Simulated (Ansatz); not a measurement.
Isolated molecules relaxed with PBE0-D4/def2-TZVP in Ansatz; ΔE leaves out vibrations. CCSD(T)/CBS adds triple-zeta CCSD(T) − MP2 to the extrapolated MP2 energy (def2 sets, frozen cores). This one scheme is used for every species. Each species was taken in one conformer, which may not be the lowest.

Reaction (formal hydrolysis of the Si–Cl bond): `O[SiH](Cl)[SiH](Cl)Cl` + H₂O → `O[Si@@H](Cl)[Si@@H](O)Cl` + HCl

`O[SiH](Cl)[SiH](Cl)Cl`:

Z-matrix (Å, degrees):
```
Si
Cl 1 2.053
Si 1 2.346 2 105.7
O 1 1.635 2 112.0 3 -119.1
H 1 1.478 2 108.6 3 123.8
Cl 3 2.044 1 111.3 2 45.5
Cl 3 2.059 1 105.0 2 -73.4
H 3 1.481 1 115.7 2 168.7
H 4 0.960 1 117.7 2 64.9
```

H₂O:

Cartesian coordinates in Å:
```
O 0.146 0.319 0.168
H -0.249 0.247 -0.703
H 0.103 -0.566 0.536
```

`O[Si@@H](Cl)[Si@@H](O)Cl`:

```xyz
10

O    -0.021    0.157    2.144
Si    0.636   -0.746    0.949
Cl   -0.158   -2.650    0.902
Si    0.086    0.241   -1.103
O    -1.360    0.942   -0.756
Cl    1.484    1.666   -1.623
H    -0.883    0.542    1.965
H     2.076   -0.878    1.251
H    -0.014   -0.662   -2.276
H    -1.845    1.388   -1.454
```

HCl:

Z-matrix (Å, degrees):
```
Cl
H 1 1.279
```

```
                   species  MP2/def2-QZVPP energy (Eh)
   `O[SiH](Cl)[SiH](Cl)Cl`                 -2034.48280
                       H₂O                   -76.34932
`O[Si@@H](Cl)[Si@@H](O)Cl`                 -1650.49493
                       HCl                  -460.33593
```

Work out ΔE.

ΔE = (-1650.49493) + (-460.33593) − (-2034.48280) − (-76.34932) = 0.00126 Eh = +3.3 kJ/mol. CCSD(T)/CBS gives +1.1 kJ/mol.

Largest T1 diagnostic among the species: 0.011.

In def2-TZVPP, CCSD(T) changes the Hartree–Fock value by +7.2 kJ/mol (the triples alone add +1.9 kJ/mol) and MP2 by +12.4 kJ/mol. The D4 term adds +5.7 kJ/mol with B3LYP and +3.1 kJ/mol with PBE0; it sums over pairs of atoms, weighted by their polarisabilities, and B3LYP, whose exchange is more repulsive, gets the larger term.

B3LYP here is the variant with VWN-RPA as its local correlation; programs differ in this.
